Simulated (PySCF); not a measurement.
SMILES O([Si](OC)(OC)N[SiH3])C at its GFN2-xTB optimised geometry (Å):

```
22

Si    -1.1079    -1.1143     3.0409
N     -1.2418    -1.5220     1.3702
Si    -0.5602    -0.6961     0.0000
O      1.0617    -0.6961     0.0000
C      1.8959    -0.0538     0.9241
O     -1.0295     0.8534     0.0000
C     -2.3389     1.3353     0.1255
O     -1.0502    -1.4062    -1.3710
C     -0.5461    -2.5844    -1.9367
H     -0.9530     0.3358     3.1403
H      0.0440    -1.7761     3.6770
H     -2.3505    -1.5786     3.6670
H     -1.6528    -2.4201     1.1765
H      1.6995     1.0193     0.9348
H      2.9271    -0.2371     0.6198
H      1.7311    -0.4516     1.9285
H     -2.8190     0.9095     1.0095
H     -2.2828     2.4201     0.2236
H     -2.9271     1.0768    -0.7567
H     -0.9169    -2.6430    -2.9605
H      0.5440    -2.5736    -1.9400
H     -0.8894    -3.4579    -1.3766
```

Level of theory: B3LYP/def2-SVP (PySCF). Cells within 0.4 Å of a nucleus heavier than hydrogen are left out (blank, or x).

Map of the HOMO−1 amplitude (bohr^(-3/2)) on the plane z = 0.0 Å; orbital energy -7.70 eV, overall sign arbitrary:

```
|555555555555555555555555555|
|555555555555555555555555555|
|555555555555555555555555555|
|555555555555555555555555555|
|555555555555555555555555555|
|555555555555555555555555555|
|555555555555555555555555555|
|555555555555555555555555555|
|555566655555555555555555555|
|5556678x5556666555555555555|
|5556678x54xx666556555555555|
|5556677654xx665555555555555|
|555566655445555555555555555|
|555555555455544345555555555|
|55555555445xx420x6655555555|
|55555555444xx43xx9765555555|
|555555544334555698765555555|
|555555554334555677665555555|
|555555554444555666655555555|
|555555555555555566555555555|
|555555555555555555555555555|
|555555555666655555555555555|
|555555556666665555555555555|
|555555556666665555555555555|
|555555555666655555555555555|
|555555555566555555555555555|
|555555555555555555555555555|
```
Scale: ten equal steps from -0.097 (start of '0') to 0.072 (end of '9'), in the order '0123456789'; x runs from -5.00 to 5.00, y from -5.00 (bottom) to 5.00 (top).
